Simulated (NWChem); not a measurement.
# Basis-set convergence for HClOSi

```xyz
4

Si    -0.7803    -0.4490     0.0000
Cl     0.4326     1.2796     0.0000
O      0.4367    -1.6175     0.0000
H      0.0763    -2.5261     0.0000
```
Charge 0, spin multiplicity 1.

The numbers come from NWChem runs, not from measurements. All single points use one geometry, from PBE/def2-SVP, a minimum by its harmonic frequencies. It is one conformer; others weren't searched.

Quantity: first vertical ionisation energy at the level G0W0@PBE0.

GW and range-separated runs recompute their integrals, the others keep them in memory, which bears on the times. The structure started from a generated list of species.

The cost column gives rough processor time relative to def2-SVP; each entry includes its own SCF.

| basis | functions | first vertical ionisation energy (eV) | relative cost |
|---|---|---|---|
| def2-SVP | 55 | (withheld) | 1 |
| def2-SVPD | 82 | (withheld) | under 3 |
| def2-TZVP | 111 | (withheld) | 5 |
| def2-TZVPP | 129 | 9.67 | 7 |
| def2-QZVP | 227 | 9.84 | 60 |

Question: Some entries are withheld; supply them.

Answer: 
- def2-SVP, first vertical ionisation energy (eV): 9.20
- def2-SVPD, first vertical ionisation energy (eV): 9.35
- def2-TZVP, first vertical ionisation energy (eV): 9.62
